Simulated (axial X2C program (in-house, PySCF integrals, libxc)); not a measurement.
# Low determinants of CrS⁺ at the PBE0 level, spin-free

Calculated with an in-house all-electron X2C program for linear molecules (integrals from PySCF). Spin-free means the one-electron spin-free X2C Hamiltonian. Basis: Cr dyall-cv3z [9s10p6d3f2g], S dyall-av3z [9s8p3d2f] (cores contracted in-house); Gaussian nuclei, density fitting, unrestricted open shells. Masses: Cr 51.941 u, S 31.972 u.

Search at 2.107 Å (vertical energies from the lowest determinant):

| ΔE (eV) | state | electrons beyond evenly filled partner blocks | electrons in σ, π, δ, φ |
| --- | --- | --- | --- |
| 0.00 | M_S = 3/2, Λ = 0 | σα, δ+α, δ-α | 21 16 2 0 |
| 0.67 | M_S = 3/2, Λ = 1 | π+α, δ+α, δ-α | 20 17 2 0 |
| 1.32 | M_S = 5/2, Λ = 2 | σα, 2 × π+α, π+β, π-α, δ+α, δ-α | 21 16 2 0 |
| 1.32 | M_S = 5/2, Λ = 0 | σα, π+α, π+β, 2 × π-α, δ+α, δ-α | 21 16 2 0 |
| 1.78 | M_S = 3/2, Λ = 3 | σα, π+α, δ+α | 21 17 1 0 |
| 1.81 | M_S = 3/2, Λ = 1 | σα, π-α, δ+α | 21 17 1 0 |
| 1.89 | M_S = 3/2, Λ = 2 | σα, 2 × π+α, π+β, π-β, δ+α, δ-α | 21 16 2 0 |

Lowest determinant, M_S = 3/2, Λ = 0 (beyond evenly filled blocks: σα, δ+α, δ-α): Re = 2.102 Å, ωe = 406.4 cm⁻¹.

The determinant in row 2 of the search, M_S = 3/2, Λ = 1 (beyond evenly filled blocks: π+α, δ+α, δ-α), was followed along the bond at PBE0; measured from the minimum of the lowest determinant it gives:

Te = 0.666 eV (5370 cm⁻¹), Re = 2.116 Å, ωe = 410.2 cm⁻¹.

Q: Compare the bond of the determinant in row 2 with that of the lowest one.

A: At PBE0 its Re is 0.014 Å longer and its force constant, which goes as ωe², is 1.02 times that of the lowest determinant. This determinant mixes spin states, so it has no term energy of its own.

The search compares states at one distance, so a state with another bond length can lie lower; it is not exhaustive and yields mostly the lowest determinant of each block pattern, so other components and higher states of one pattern are missing. These are energies of single determinants, not of spin-adapted states; PBE0 term energies can be off by some tenths of an eV, and the functional has no current term. Row 1 is spin-contaminated (⟨S²⟩ = 4.88 against 3.75), so its values are not those of a pure state. Row 2 is spin-contaminated (⟨S²⟩ = 4.59 against 3.75), so its values are not those of a pure state.
